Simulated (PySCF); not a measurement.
Rows and methods have been separated. Pair them.

Compound: CH5BCl3N.
Z-matrix (Å and degrees, PBE0-D3(BJ)/def2-SVP geometry), rows numbered from 1:
```
N 
B   1  1.6096
C   2  1.6205  1  104.62
Cl  3  1.7624  2  111.29  1  -179.79
Cl  3  1.8123  2  110.26  1   -58.52
Cl  3  1.8117  2  110.31  1    58.86
H   1  1.0248  2  109.46  3   -58.73
H   1  1.0249  2  109.41  3    58.78
H   1  1.0194  2  111.91  3  -179.98
H   2  1.2177  1  107.61  3   118.00
H   2  1.2176  1  107.58  3  -117.95
```

The closed-shell ground state was solved 5 times with PySCF (density fitting, gas phase), always with PBE0, in these basis sets: 6-311+G(2d,p), aug-cc-pVDZ, cc-pVDZ, pcSseg-0 and pcSseg-2.

```
row  total energy (Eh)  HOMO (eV)  LUMO (eV)  dipole (D)
  P         -1500.8557      -8.13      -0.52        5.61
  Q         -1498.8849      -8.22      -0.17        6.18
  R         -1500.8152      -8.14      -0.76        5.56
  S         -1500.7614      -7.97      -0.17        5.75
  T         -1500.7799      -8.14      -0.87        5.47
```

Question: Which basis belongs to which row?

Answer: P = pcSseg-2, Q = pcSseg-0, R = 6-311+G(2d,p), S = cc-pVDZ, T = aug-cc-pVDZ. From the lowest total energy up: pcSseg-2 (307 functions) 0 eV; 6-311+G(2d,p) (216 functions) +1.10 eV; aug-cc-pVDZ (195 functions) +2.06 eV; cc-pVDZ (121 functions) +2.57 eV; pcSseg-0 (76 functions) +53.63 eV.
